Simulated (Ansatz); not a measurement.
Geometry optimisation of the cluster LaO3H3.

```yaml
crystal:
  periodic: [false, false, false]
  atoms:
    - {symbol: La, position_ang: [0.004850, 0.442000, -0.103530]}
    - {symbol: O, position_ang: [-1.610100, 0.673400, -0.383970]}
    - {symbol: O, position_ang: [0.392770, -1.042640, -0.727020]}
    - {symbol: O, position_ang: [0.307520, -1.020000, 0.649410]}
    - {symbol: H, position_ang: [-1.505210, -0.265240, -0.581680]}
    - {symbol: H, position_ang: [1.181790, -0.663700, 0.899610]}
    - {symbol: H, position_ang: [1.228390, 1.876190, 0.247180]}
basis:
  gaussian: {orbitals: def2-SVP}
hamiltonian: {xc: r2scan, dispersion: d4}
scf: {omitted_lower_state_checks: [starts]}
output: {orbitals: {seedname: orbitals}}
relax: {f_tol: 0.02, max_steps: 100}
```

```sh
$ ansatz run in.yaml --threads 4 --pin off --events-out ev --progress --plain --max-ram 3916MiB
```

It prints (some lines left out):

```
Functional definition: r2SCAN
mean field -7017.57632274 eV, -257.8911731766 hartree, gradient 8.1e-5 eV, S^2 0.000000; 0 other end points of the search recorded, 0 dependent functions left out
relax step   1: F+E_penalty+E_count = -7017.61105042 eV  Δ(F+E_penalty+E_count) = +0.000e0 eV  max|allowed force component| = 5.539e1 eV/Å  Δτ_max = 0.0000 Å  (31 SCF iters, accepted)
mean field -7032.62885077 eV, -258.4443433787 hartree, gradient 1.2e-5 eV, S^2 0.000000; 0 other end points of the search recorded, 0 dependent functions left out
relax step   2: F+E_penalty+E_count = -7032.66217830 eV  Δ(F+E_penalty+E_count) = -1.505e1 eV  max|allowed force component| = 1.909e1 eV/Å  Δτ_max = 0.1918 Å  (41 SCF iters, accepted)
mean field -7038.09587254 eV, -258.6452527231 hartree, gradient 1.1e-5 eV, S^2 0.000000; 0 other end points of the search recorded, 0 dependent functions left out
relax step   3: F+E_penalty+E_count = -7038.12698997 eV  Δ(F+E_penalty+E_count) = -5.465e0 eV  max|allowed force component| = 4.817e0 eV/Å  Δτ_max = 0.1952 Å  (37 SCF iters, accepted)
mean field -7039.99992910 eV, -258.7152255112 hartree, gradient 1.0e-5 eV, S^2 0.000000; 0 other end points of the search recorded, 0 dependent functions left out
relax step   4: F+E_penalty+E_count = -7040.02917389 eV  Δ(F+E_penalty+E_count) = -1.902e0 eV  max|allowed force component| = 1.617e0 eV/Å  Δτ_max = 0.1950 Å  (37 SCF iters, accepted)
mean field -7040.83278800 eV, -258.7458325111 hartree, gradient 1.4e-5 eV, S^2 0.000000; 0 other end points of the search recorded, 0 dependent functions left out
relax step   5: F+E_penalty+E_count = -7040.86094347 eV  Δ(F+E_penalty+E_count) = -8.318e-1 eV  max|allowed force component| = 1.500e0 eV/Å  Δτ_max = 0.1947 Å  (37 SCF iters, accepted)
mean field -7041.19276798 eV, -258.7590615314 hartree, gradient 1.8e-5 eV, S^2 0.000000; 0 other end points of the search recorded, 0 dependent functions left out
relax step   6: F+E_penalty+E_count = -7041.22104449 eV  Δ(F+E_penalty+E_count) = -3.601e-1 eV  max|allowed force component| = 1.454e0 eV/Å  Δτ_max = 0.2000 Å  (38 SCF iters, accepted)
mean field -7041.42203473 eV, -258.7674869289 hartree, gradient 2.0e-5 eV, S^2 0.000000; 0 other end points of the search recorded, 0 dependent functions left out
relax step   7: F+E_penalty+E_count = -7041.45053431 eV  Δ(F+E_penalty+E_count) = -2.295e-1 eV  max|allowed force component| = 1.349e0 eV/Å  Δτ_max = 0.2000 Å  (38 SCF iters, accepted)
mean field -7041.56999817 eV, -258.7729244851 hartree, gradient 1.9e-5 eV, S^2 0.000000; 0 other end points of the search recorded, 0 dependent functions left out
relax step   8: F+E_penalty+E_count = -7041.59853537 eV  Δ(F+E_penalty+E_count) = -1.480e-1 eV  max|allowed force component| = 4.786e-1 eV/Å  Δτ_max = 0.2000 Å  (38 SCF iters, accepted)
mean field -7041.63682126 eV, -258.7753801885 hartree, gradient 2.1e-5 eV, S^2 0.000000; 0 other end points of the search recorded, 0 dependent functions left out
relax step   9: F+E_penalty+E_count = -7041.66516852 eV  Δ(F+E_penalty+E_count) = -6.663e-2 eV  max|allowed force component| = 5.000e-1 eV/Å  Δτ_max = 0.1999 Å  (37 SCF iters, accepted)
mean field -7041.66982643 eV, -258.7765931060 hartree, gradient 2.0e-5 eV, S^2 0.000000; 0 other end points of the search recorded, 0 dependent functions left out
relax step  10: F+E_penalty+E_count = -7041.69797948 eV  Δ(F+E_penalty+E_count) = -3.281e-2 eV  max|allowed force component| = 5.299e-1 eV/Å  Δτ_max = 0.1221 Å  (31 SCF iters, accepted)
mean field -7041.69284163 eV, -258.7774388992 hartree, gradient 1.4e-5 eV, S^2 0.000000; 0 other end points of the search recorded, 0 dependent functions left out
relax step  11: F+E_penalty+E_count = -7041.72078048 eV  Δ(F+E_penalty+E_count) = -2.280e-2 eV  max|allowed force component| = 7.871e-1 eV/Å  Δτ_max = 0.1738 Å  (31 SCF iters, accepted)
mean field -7041.71672623 eV, -258.7783166420 hartree, gradient 2.0e-5 eV, S^2 0.000000; 0 other end points of the search recorded, 0 dependent functions left out
relax step  12: F+E_penalty+E_count = -7041.74462528 eV  Δ(F+E_penalty+E_count) = -2.384e-2 eV  max|allowed force component| = 6.892e-1 eV/Å  Δτ_max = 0.1175 Å  (29 SCF iters, accepted)
mean field -7041.74509512 eV, -258.7793591793 hartree, gradient 1.9e-5 eV, S^2 0.000000; 0 other end points of the search recorded, 0 dependent functions left out
relax step  13: F+E_penalty+E_count = -7041.77300239 eV  Δ(F+E_penalty+E_count) = -2.838e-2 eV  max|allowed force component| = 2.471e-1 eV/Å  Δτ_max = 0.1997 Å  (38 SCF iters, accepted)
mean field -7041.74670996 eV, -258.7794185238 hartree, gradient 2.1e-5 eV, S^2 0.000000; 0 other end points of the search recorded, 0 dependent functions left out
relax step  14: F+E_penalty+E_count = -7041.77454556 eV  Δ(F+E_penalty+E_count) = -1.543e-3 eV  max|allowed force component| = 6.927e-1 eV/Å  Δτ_max = 0.0704 Å  (30 SCF iters, accepted)
mean field -7041.74681517 eV, -258.7794223899 hartree, gradient 7.3e-5 eV, S^2 0.000000; 0 other end points of the search recorded, 0 dependent functions left out
relax step  15: F+E_penalty+E_count = -7041.77465076 eV  Δ(F+E_penalty+E_count) = -1.052e-4 eV  max|allowed force component| = 6.888e-1 eV/Å  Δτ_max = 0.0020 Å  (21 SCF iters, accepted)
mean field -7041.75049931 eV, -258.7795577796 hartree, gradient 1.9e-5 eV, S^2 0.000000; 0 other end points of the search recorded, 0 dependent functions left out
relax step  16: F+E_penalty+E_count = -7041.77820712 eV  Δ(F+E_penalty+E_count) = -3.556e-3 eV  max|allowed force component| = 3.929e-1 eV/Å  Δτ_max = 0.1959 Å  (31 SCF iters, accepted)
mean field -7041.75444757 eV, -258.7797028755 hartree, gradient 1.7e-5 eV, S^2 0.000000; 0 other end points of the search recorded, 0 dependent functions left out
relax step  17: F+E_penalty+E_count = -7041.78199151 eV  Δ(F+E_penalty+E_count) = -3.784e-3 eV  max|allowed force component| = 2.585e-1 eV/Å  Δτ_max = 0.0531 Å  (32 SCF iters, accepted)
mean field -7041.65861394 eV, -258.7761810546 hartree, gradient 1.8e-5 eV, S^2 0.000000; 0 other end points of the search recorded, 0 dependent functions left out
relax step  18: F+E_penalty+E_count = -7041.68603608 eV  Δ(F+E_penalty+E_count) = +9.596e-2 eV  max|allowed force component| = 2.328e0 eV/Å  Δτ_max = 0.1932 Å  (37 SCF iters, rejected (line search))
mean field -7041.75524523 eV, -258.7797321891 hartree, gradient 9.6e-6 eV, S^2 0.000000; 0 other end points of the search recorded, 0 dependent functions left out
relax step  19: F+E_penalty+E_count = -7041.78281545 eV  Δ(F+E_penalty+E_count) = -8.239e-4 eV  max|allowed force component| = 1.773e-1 eV/Å  Δτ_max = 0.0966 Å  (31 SCF iters, accepted)
mean field -7041.74246977 eV, -258.7792626995 hartree, gradient 2.3e-5 eV, S^2 0.000000; 0 other end points of the search recorded, 0 dependent functions left out
relax step  20: F+E_penalty+E_count = -7041.76969889 eV  Δ(F+E_penalty+E_count) = +1.312e-2 eV  max|allowed force component| = 3.469e-1 eV/Å  Δτ_max = 0.0880 Å  (30 SCF iters, rejected (line search))
mean field -7041.75711622 eV, -258.7798009466 hartree, gradient 1.6e-5 eV, S^2 0.000000; 0 other end points of the search recorded, 0 dependent functions left out
relax step  21: F+E_penalty+E_count = -7041.78459886 eV  Δ(F+E_penalty+E_count) = -1.783e-3 eV  max|allowed force component| = 1.694e-2 eV/Å  Δτ_max = 0.0367 Å  (32 SCF iters, accepted)
mean field -7041.75711622 eV, -258.7798009466 hartree, gradient 2.2e-5 eV, S^2 0.000000; 0 other end points of the search recorded, 0 dependent functions left out
Total energy: -7041.78462911 eV, -258.7808120269 hartree
Atom 0 at     0.103457     0.632422    -0.756334 Å, force     0.007514    -0.007147     0.010851 eV/Å
Atom 1 at    -2.051493     0.603265    -0.553827 Å, force    -0.011383     0.004844     0.005103 eV/Å
Atom 2 at     1.318982    -1.325937    -0.728297 Å, force     0.002837    -0.004542     0.001967 eV/Å
Atom 3 at     0.861740    -1.229018     0.675608 Å, force    -0.000800     0.016940    -0.009419 eV/Å
Atom 4 at    -2.960595     0.341133    -0.383442 Å, force     0.006005    -0.001325    -0.004260 eV/Å
Atom 5 at     1.694280    -1.097084     1.160121 Å, force    -0.000806    -0.002626    -0.000845 eV/Å
Atom 6 at     1.033639     2.075229     0.586170 Å, force    -0.003367    -0.006146    -0.003396 eV/Å
Dipole moment:    -0.088545     0.086809    -0.653906 e Å
Checks for a lower state left out: starts
```

It took 37 s on 4 threads of Arm Neoverse V2 on a shared host.

In the def2 sets La takes a core potential; there is no spin–orbit coupling. The structure holds one bond between oxygen atoms, so isomers without such links may lie far lower. No other spin state of charge 0 was run. Another isomer (singlet) lies 0.05 eV lower at PBE0-D4/def2-TZVP; other spin states weren't run for this one.
